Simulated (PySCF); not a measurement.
From one molecule to another.

First species: C3H10OS2Si3.
Geometry (GFN2-xTB, Å), atoms numbered from 1 in this order:
```xyz
19
C3H10OS2Si3 angstrom
C     -4.6028    0.8728   -0.3730
C     -3.3414    0.2210   -0.1099
C     -2.2878   -0.3235    0.1099
Si    -0.6805   -1.1543    0.4559
O      0.5271   -0.3100   -0.2648
Si     1.0728    0.7552   -1.3370
S      3.1587    0.9592   -0.8957
Si     3.4066   -0.5683    0.5858
S      5.4957   -0.5866    1.0568
H     -5.2789    0.7241    0.4685
H     -5.0575    0.4547   -1.2707
H     -4.4481    1.9416   -0.5189
H     -0.6308   -2.4816   -0.1545
H     -0.3311   -1.1012    1.8740
H      0.4535    2.0504   -1.1258
H      0.9435    0.2039   -2.6747
H      3.0773   -1.8795    0.0528
H      2.6793   -0.2331    1.7989
H      5.8346    0.4645    0.3302
```

Second species: C8H11FSi.
InChI=1S/C8H11FSi/c1-2-3-4-5-8(10)6-7(8)9/h2,7H,1,3,6H2,10H3/t7-,8-/m1/s1

Levels: PBE0/pcSseg-1 for HOMO energy, LUMO energy and HOMO–LUMO gap. Geometries: GFN2-xTB. Each species is one conformer at its optimised geometry, gas phase, non-relativistic unless stated; the electronic structure was computed with PySCF and density fitting.

The conformers computed, where there is a choice (atom-mapped SMILES and torsion angles):
- `[CH2:1]=[CH:2][CH2:3][C:4]#[C:5][C@@:6]1([SiH3:7])[CH2:8][C@H:9]1[F:10]`: C1–C2–C3–C4 -1°

The conformers of `CC#C[SiH2]O[SiH2]S[SiH2]S` aren't listed.

```json
{"property": "HOMO energy", "column X": "-7.28 eV", "column Y": "-7.04 eV"}
{"property": "LUMO energy", "column X": "-0.76 eV", "column Y": "0.43 eV"}
{"property": "HOMO–LUMO gap", "column X": "6.52 eV", "column Y": "7.47 eV"}
```

(1) Which column belongs to which species?

(2) How does each property change from the first species to the second?

Answers

(1) Column X is the first species and column Y the second. The first has 19 atoms and 110 electrons, the second 21 and 82.

(2) HOMO energy +0.24 eV; LUMO energy +1.19 eV; HOMO–LUMO gap +0.95 eV.

